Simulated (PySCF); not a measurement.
GaH3, SMILES [GaH3].

Geometry: PBE0-D3(BJ)/def2-TZVPD. The isomer is the one that the SMILES or the coordinates give; other isomers of the formula were not compared.

Calculation: PySCF with TDDFT-B3LYP/def2-TZVPD.

Vertical excitations; the highest root listed may be one member of a degenerate set. Isolated molecule, no solvent. State labels are in the subgroup C2v.

```csv
state,symmetry,energy (eV),λ (nm),f,main pairs
S1,B2,5.09,243,0.000,HOMO−1→LUMO (degenerate set)
S2,A2,5.09,243,0.000,HOMO→LUMO (degenerate set)
S3,B1,7.71,161,0.195,HOMO→LUMO+1 (degenerate set)
S4,A1,7.71,161,0.195,HOMO−1→LUMO+1 (degenerate set)
S5,B1,8.45,147,0.000,"HOMO−1→LUMO+3 50 %, HOMO→LUMO+4 50 %"
S6,B1,8.51,146,0.005,"HOMO→LUMO+2, HOMO→LUMO+4, HOMO−1→LUMO+3 (degenerate set)"
S7,A1,8.51,146,0.005,"HOMO−1→LUMO+2, HOMO→LUMO+3, HOMO−1→LUMO+4 (degenerate set)"
S8,A1,8.76,142,0.000,"HOMO−1→LUMO+4 50 %, HOMO→LUMO+3 50 %"
S9,A1,9.26,134,0.646,"HOMO→LUMO+3, HOMO−1→LUMO+4, HOMO−1→LUMO+2 (degenerate set)"
S10,B1,9.26,134,0.646,"HOMO−1→LUMO+3, HOMO→LUMO+4, HOMO→LUMO+2 (degenerate set)"
T1,B2,4.64,267,0,HOMO−1→LUMO (degenerate set)
T2,A2,4.64,267,0,HOMO→LUMO (degenerate set)
T3,A1,6.91,179,0,"HOMO−1→LUMO+1, HOMO−1→LUMO+2 (degenerate set)"
T4,B1,6.91,179,0,"HOMO→LUMO+1, HOMO→LUMO+2 (degenerate set)"
```
Triplets are in the Tamm–Dancoff approximation, which puts them higher than full response would, so one can lie above its singlet here.
